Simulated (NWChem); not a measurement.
Species: C$_{2}$H$_{5}$BO$_{3}$; SMILES O=CCB(O)O

```xyz
11

O     -0.1636    -2.4744    -0.4671
C      0.3412    -1.5759     0.1673
C     -0.3948    -0.4148     0.7778
B     -0.0533     0.9768     0.0697
O     -1.0857     1.8131    -0.2242
O      1.2194     1.3851    -0.2446
H      1.4503    -1.5588     0.3203
H     -0.0795    -0.3256     1.8301
H     -1.4710    -0.6037     0.7483
H     -0.7632     2.6304    -0.6368
H      1.9081     0.7475    -0.0138
```
Atoms are numbered in this order, from 1.

Level: B3LYP/6-31G* (spherical d) (NWChem), optimised geometry, unscaled harmonic frequencies. 

```tsv
frequency (cm⁻¹)	IR intensity (km/mol)
16	2.9
75	4.0
199	1.8
361	7.8
423	9.9
492	60.7
504	143.6
531	17.5
645	72.5
747	12.5
857	6.7
963	13.3
1013	146.7
1042	79.9
1053	55.8
1186	59.8
1214	10.1
1353	337.2
1443	67.6
1464	191.9
1473	81.1
1840	192.6
2827	174.3
3019	4.6
3137	4.3
3747	42.6
3799	38.2
```

```yaml
zero_point_energy: 50.6 kcal/mol
thermal correction to the enthalpy at 298.15 K (with zero-point energy): 55.5 kcal/mol
heat capacity Cv: 22.9 cal/(mol K)
entropy at 298.15 K and 1 atm (symmetry number 1): 84.7 cal/(mol K)
dipole_moment: 3.21 D
```

Rigid rotor and harmonic oscillator; modes under 100 cm⁻¹ make the entropy uncertain.
